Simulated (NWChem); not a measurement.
A series in which one site is exchanged, each optimised at PBE0/def2-SVP with NWChem, gas phase unless a solvent is named. All stand in one matching conformer (torsions within 35°), which need not be the lowest. Some are not confirmed as minima by frequencies. def2 effective core potentials on Sn; no spin-orbit coupling.

A: [CH3][GeH2][NH2] (CH$_{7}$GeN; site = Ge)
B: C[SiH2]N (CH₇NSi; site = Si)
C: [CH3][SnH2][NH2] (CH7NSn; site = Sn)

Values for A:

```
Property                                              Result
----------------------------------------------------  ------
vertical ionisation energy, ΔSCF, PBE/def2-SVP (eV)     8.94
vertical ionisation energy, ΔSCF, PBE0/def2-SVP (eV)    9.16
static polarisability, PBE0/def2-SVPD (bohr³)           54.0
lowest singlet excitation, PBE0/def2-SVPD, TDA (eV)     6.17
```

**Question.** How do these values change for the other members?

**Answer.** 
```json
[
 {"change from A": "vertical ionisation energy, ΔSCF, PBE/def2-SVP (eV)", "B": "+0.10", "C": "-0.25"},
 {"change from A": "vertical ionisation energy, ΔSCF, PBE0/def2-SVP (eV)", "B": "+0.14", "C": "-0.26"},
 {"change from A": "static polarisability, PBE0/def2-SVPD (bohr³)", "B": "-3.7", "C": "+10.1"},
 {"change from A": "lowest singlet excitation, PBE0/def2-SVPD, TDA (eV)", "B": "+0.13", "C": "-0.39"}
]
```
